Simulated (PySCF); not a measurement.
## PSe: script and output

File input.py (PySCF 2.14):

```python
from pyscf import gto, scf

mol = gto.M(
    atom='P 0 0 0; Se 0 0 2.071',
    basis='sbkjc',
    ecp={'P': 'sbkjc', 'Se': 'sbkjc'},
    charge=0,
    spin=1,
    verbose=3,
)
mf = scf.UHF(mol)
mf.kernel()
mf.nuc_grad_method().kernel()
mf.dip_moment()
print('orbital energies (hartree):', [e[max(0, n-3):n+3].round(4) for e, n in zip(mf.mo_energy, mol.nelec)])
```

```bash
$ python input.py
```

The log (some set-up lines and the per-cycle HOMO/LUMO lines with their warnings removed):

```
converged SCF energy = -15.4345719018065  <S^2> = 0.77877312  2S+1 = 2.0285691
--------------- UHF gradients ---------------
         x                y                z
0 P     0.0000000000     0.0000000000     0.0288205131
1 Se    -0.0000000000    -0.0000000000    -0.0288205131
----------------------------------------------
Dipole moment(X, Y, Z, Debye):  0.00000,  0.00000, -0.98968
orbital energies (hartree): [array([-0.4394, -0.404 , -0.3207, -0.0394,  0.1086,  0.2963]), array([-0.4211, -0.3825, -0.3694, -0.0302,  0.0078,  0.1218])]
```

In short: E(SCF) = -15.434572 Eh, ⟨S²⟩ = 0.779, μz(SCF) = -0.99 D, gradient on the second atom -0.0288 Eh/bohr.

Wall time 0.66 s on one thread of a shared host.

The bond length is a typed value, not an optimised one. No search for the lowest solution was made.
